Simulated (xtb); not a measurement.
xtb job for Zn(Et) (C2H5Zn), SMILES C[CH2][Zn] (connectivity only; charge and spin as stated), neutral, multiplicity 2, GFN2-xTB. 

```
$ xtb mol.xyz --gfn 2 --sp --chrg 0 --uhf 1 --json
$ cat mol.xyz
8

Zn    -0.06836752    -0.96448866    -0.00000000
C      0.70904302     1.12188020    -0.00000000
C     -0.44170206     2.10393902     0.00000000
H      1.32860342     1.23932753    -0.88869854
H      1.32860340     1.23932753     0.88869856
H     -1.06725355     1.98204518     0.88474180
H     -1.06725353     1.98204518    -0.88474181
H     -0.07572004     3.13699890    -0.00000000
```

Log of the run:

```
[banner left out]
          |                Calculation Setup                |
           -------------------------------------------------



           -------------------------------------------------
          |                 G F N 2 - x T B                 |
           -------------------------------------------------

        Reference                      10.1021/acs.jctc.8b01176
      * Hamiltonian:
        H0-scaling (s, p, d)           1.850000    2.230000    2.230000
        zeta-weighting                 0.500000
      * Dispersion:
        s8                             2.700000
        a1                             0.520000
        a2                             5.000000
        s9                             5.000000
      * Repulsion:
        kExp                           1.500000    1.000000
        rExp                           1.000000
      * Coulomb:
        alpha                          2.000000
        third order                    shell-resolved
        anisotropic                    true
        a3                             3.000000
        a5                             4.000000
        cn-shift                       1.200000
        cn-exp                         4.000000
        max-rad                        5.000000


          ...................................................
          :                      SETUP                      :
          :.................................................:
          :  # basis functions                  17          :
          :  # atomic orbitals                  17          :
          :  # shells                           11          :
          :  # electrons                        15          :
          :  max. iterations                   250          :
          :  Hamiltonian                  GFN2-xTB          :
          :  restarted?                      false          :
          :  GBSA solvation                  false          :
          :  PC potential                    false          :
          :  electronic temp.          300.0000000     K    :
          :  accuracy                    1.0000000          :
          :  -> integral cutoff          0.2500000E+02      :
          :  -> integral neglect         0.1000000E-07      :
          :  -> SCF convergence          0.1000000E-05 Eh   :
          :  -> wf. convergence          0.1000000E-03 e    :
          :  Broyden damping             0.4000000          :
          :  net charge                          0          :
          :  unpaired electrons                  1          :
          ...................................................

 iter      E             dE          RMSdq      gap      omega  full diag
   1     -7.3010712 -0.730107E+01  0.989E+00    3.65       0.0  T
   2     -7.3228486 -0.217774E-01  0.289E+00    5.65       1.0  T
   3     -7.3548328 -0.319842E-01  0.435E+00    4.26       1.0  T
   4     -7.4055047 -0.506719E-01  0.752E-01    5.20       1.0  T
   5     -7.4072400 -0.173537E-02  0.179E-01    5.36       1.0  T
   6     -7.4073613 -0.121231E-03  0.622E-02    5.33       1.0  T
   7     -7.4073626 -0.127109E-05  0.204E-02    5.33       1.7  T
   8     -7.4073629 -0.329709E-06  0.539E-03    5.33       6.6  T
   9     -7.4073628  0.369410E-07  0.390E-03    5.33       9.1  T
  10     -7.4073629 -0.835236E-07  0.911E-04    5.33      38.8  T
  11     -7.4073629 -0.679668E-09  0.245E-04    5.33     144.1  T

   *** convergence criteria satisfied after 11 iterations ***

         #    Occupation            Energy/Eh            Energy/eV
      -------------------------------------------------------------
         1        2.0000           -0.5857565             -15.9392
         2        2.0000           -0.5374045             -14.6235
         3        2.0000           -0.4802182             -13.0674
         4        2.0000           -0.4695847             -12.7780
         5        2.0000           -0.4399018             -11.9703
         6        2.0000           -0.4189464             -11.4001
         7        2.0000           -0.3727551             -10.1432
         8        1.0000           -0.2750579              -7.4847 (HOMO)
         9                         -0.0791892              -2.1548 (LUMO)
        10                         -0.0779829              -2.1220
        11                          0.1206077               3.2819
        12                          0.1702180               4.6319
        13                          0.1845970               5.0231
       ...                                ...                  ...
        17                          0.3140771               8.5465
      -------------------------------------------------------------
                  HL-Gap            0.1958687 Eh            5.3299 eV
             Fermi-level           -0.2505151 Eh           -6.8169 eV

 SCC (total)                   0 d,  0 h,  0 min,  0.002 sec
 SCC setup                      ...        0 min,  0.000 sec (  2.662%)
 Dispersion                     ...        0 min,  0.000 sec (  1.586%)
 classical contributions        ...        0 min,  0.000 sec (  0.785%)
 integral evaluation            ...        0 min,  0.000 sec ( 12.572%)
 iterations                     ...        0 min,  0.001 sec ( 53.044%)
 molecular gradient             ...        0 min,  0.000 sec ( 25.636%)
 printout                       ...        0 min,  0.000 sec (  3.427%)

         :::::::::::::::::::::::::::::::::::::::::::::::::::::
         ::                     SUMMARY                     ::
         :::::::::::::::::::::::::::::::::::::::::::::::::::::
         :: total energy              -7.308005759546 Eh    ::
         :: gradient norm              0.000282087558 Eh/a0 ::
         :: HOMO-LUMO gap              5.329858465823 eV    ::
         ::.................................................::
         :: SCC energy                -7.407362152060 Eh    ::
         :: -> isotropic ES            0.014081045617 Eh    ::
         :: -> anisotropic ES          0.002610120893 Eh    ::
         :: -> anisotropic XC          0.004745706743 Eh    ::
         :: -> dispersion             -0.003953059244 Eh    ::
         :: repulsion energy           0.099356392514 Eh    ::
         :: add. restraining           0.000000000000 Eh    ::
         :: total charge               0.000000000000 e     ::
         :::::::::::::::::::::::::::::::::::::::::::::::::::::

           -------------------------------------------------
          |                Property Printout                |
           -------------------------------------------------

    * Orbital Energies and Occupations

         #    Occupation            Energy/Eh            Energy/eV
      -------------------------------------------------------------
         1        2.0000           -0.5857565             -15.9392
         2        2.0000           -0.5374045             -14.6235
         3        2.0000           -0.4802182             -13.0674
         4        2.0000           -0.4695847             -12.7780
         5        2.0000           -0.4399018             -11.9703
         6        2.0000           -0.4189464             -11.4001
         7        2.0000           -0.3727551             -10.1432
         8        1.0000           -0.2750579              -7.4847 (HOMO)
         9                         -0.0791892              -2.1548 (LUMO)
        10                         -0.0779829              -2.1220
        11                          0.1206077               3.2819
        12                          0.1702180               4.6319
        13                          0.1845970               5.0231
        14                          0.1997964               5.4367
Note: The following floating-point exceptions are signalling: IEEE_DENORMAL
normal termination of xtb
        15                          0.2257271               6.1423
        16                          0.3023732               8.2280
        17                          0.3140771               8.5465
      -------------------------------------------------------------
                  HL-Gap            0.1958687 Eh            5.3299 eV
             Fermi-level           -0.2505151 Eh           -6.8169 eV

     #   Z          covCN         q      C6AA      α(0)
     1  30 Zn       0.717     0.166   331.418    43.735
     2   6 C        3.540    -0.164    24.948     7.321
     3   6 C        3.751    -0.083    22.142     6.711
     4   1 H        0.925     0.008     2.917     2.671
     5   1 H        0.925     0.008     2.917     2.671
     6   1 H        0.924     0.020     2.733     2.585
     7   1 H        0.924     0.020     2.733     2.585
     8   1 H        0.924     0.024     2.677     2.559

 Mol. C6AA /au·bohr⁶  :       1258.494853
 Mol. C8AA /au·bohr⁸  :      56247.100897
 Mol. α(0) /au        :         70.838449


Wiberg/Mayer (AO) data.
largest (>0.10) Wiberg bond orders for each atom

 ---------------------------------------------------------------------------
     #   Z sym  total        # sym  WBO       # sym  WBO       # sym  WBO
 ---------------------------------------------------------------------------
     1  30 Zn   0.795 --     2 C    0.688
     2   6 C    3.677 --     3 C    1.040     4 H    0.967     5 H    0.967
                             1 Zn   0.688
     3   6 C    3.997 --     2 C    1.040     7 H    0.982     6 H    0.982
                             8 H    0.965
     4   1 H    1.000 --     2 C    0.967
     5   1 H    1.000 --     2 C    0.967
     6   1 H    1.000 --     3 C    0.982
     7   1 H    1.000 --     3 C    0.982
     8   1 H    0.999 --     3 C    0.965
 ---------------------------------------------------------------------------

Topologies differ in total number of bonds
Writing topology from bond orders to xtbtopo.mol

molecular dipole:
                 x           y           z       tot (Debye)
 q only:       -0.214      -0.649      -0.000
   full:       -0.111      -0.212      -0.000       0.608
molecular quadrupole (traceless):
                xx          xy          yy          xz          yz          zz
 q only:       -0.157      -0.563      -0.045      -0.000      -0.000       0.202
  q+dip:       -0.134      -0.055      -0.398      -0.000      -0.000       0.531
   full:        0.343      -0.936      -1.378      -0.000      -0.000       1.035


           -------------------------------------------------
          | TOTAL ENERGY               -7.308005759546 Eh   |
          | GRADIENT NORM               0.000282087558 Eh/α |
          | HOMO-LUMO GAP               5.329858465823 eV   |
           -------------------------------------------------

------------------------------------------------------------------------
------------------------------------------------------------------------
 total:
 SCF:
```

Self-consistency was reached.
